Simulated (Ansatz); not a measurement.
Geometry optimisation, RKS LDA/def2-SVP in Ansatz 0.2.0.

Input file:

```yaml
crystal:
  periodic: [false, false, false]
  atoms:
    - { symbol: Sn, position_ang: [-0.3169, 0.4535, 0.1863] }
    - { symbol: "N", position_ang: [1.1992, -1.4063, -0.3472] }
    - { symbol: O, position_ang: [-2.039, -0.397, -0.3889] }
    - { symbol: O, position_ang: [-0.9641, 2.014, 1.3036] }
    - { symbol: O, position_ang: [0.4734, 1.4981, -1.3146] }
    - { symbol: H, position_ang: [1.153, -1.3524, 0.9943] }
    - { symbol: H, position_ang: [0.7564, -0.8012, 1.7062] }
    - { symbol: H, position_ang: [2.1056, -1.1161, -0.7012] }
    - { symbol: H, position_ang: [0.9864, -2.2714, -0.8359] }
    - { symbol: H, position_ang: [-1.9529, -0.8946, -1.202] }
    - { symbol: H, position_ang: [-1.782, 1.8327, 1.7676] }
    - { symbol: H, position_ang: [0.3809, 2.4405, -1.1681] }
basis:
  gaussian: { orbitals: def2-SVP }
hamiltonian:
  xc: lda
relax:
  f_tol: 0.15
  max_steps: 25
  restrain:
    - { distance: [0, 6], at: 3.0, k: 30.0 }
    - { distance: [5, 1], at: 2.32, k: 30.0 }
    - { distance: [0, 1], at: 2.1, k: 30.0 }
    - { distance: [5, 6], at: 0.62, k: 30.0 }
output:
  orbitals: {}
```

Command:

```bash
$ ansatz run input.yaml --threads 2 --pin off --max-ram 3072MiB --backend cpu --events-out ev --progress --plain --runs-dir out
```

**Question.** Where does it end, and by what steps?

**Answer.** The run converged. The restraints hold the end off the free minimum. After 22 steps the energy has fallen by 1.017 eV (the restraints' own energy left out); O4 moved furthest, 1.18 Å. Joined: H6–H7.

| step | energy less start (eV) | largest force component (eV/Å) | accepted |
| --- | --- | --- | --- |
| 0 | 0.0000 | 2.247 | yes |
| 1 | 0.5869 | 1.971 | yes |
| 2 | 0.8381 | 4.248 | yes |
| 3 | 0.2472 | 3.934 | yes |
| 4 | -0.4206 | 2.883 | yes |
| 5 | -0.7125 | 2.150 | yes |
| 6 | -0.8486 | 2.397 | yes |
| 7 | -0.9335 | 2.578 | yes |
| 8 | -1.0297 | 1.150 | no |
| 9 | -0.9666 | 2.541 | yes |
| 10 | -0.9842 | 2.458 | yes |
| 11 | -1.0087 | 2.057 | yes |
| 12 | -1.0128 | 2.087 | yes |
| 13 | -0.9812 | 2.482 | no |
| 14 | -1.0001 | 2.375 | yes |
| 15 | -1.0029 | 2.417 | yes |
| 16 | -1.0152 | 2.297 | yes |
| 17 | -1.0309 | 1.987 | no |
| 18 | -1.0150 | 2.317 | yes |
| 19 | -1.0118 | 2.463 | yes |
| 20 | -1.0254 | 2.224 | yes |
| 21 | -1.0220 | 2.393 | yes |
| 22 | -1.0169 | 2.436 | yes |

```xyz
12
Properties=species:S:1:pos:R:3
Sn -0.375 0.244 -0.275
N 0.720 -1.474 -0.637
O -2.216 0.033 -0.956
O -0.770 0.873 1.554
O 0.675 1.599 -1.246
H 1.581 -0.608 1.346
H 1.576 -0.233 1.954
H 1.704 -1.210 -0.796
H 0.681 -2.114 0.168
H -2.203 -0.539 -1.749
H -1.747 0.935 1.622
H 0.375 2.493 -0.987
```

Run time: 38 s on 2 threads of Arm Neoverse V1, with other jobs on the host, peak memory 0.16 GiB.
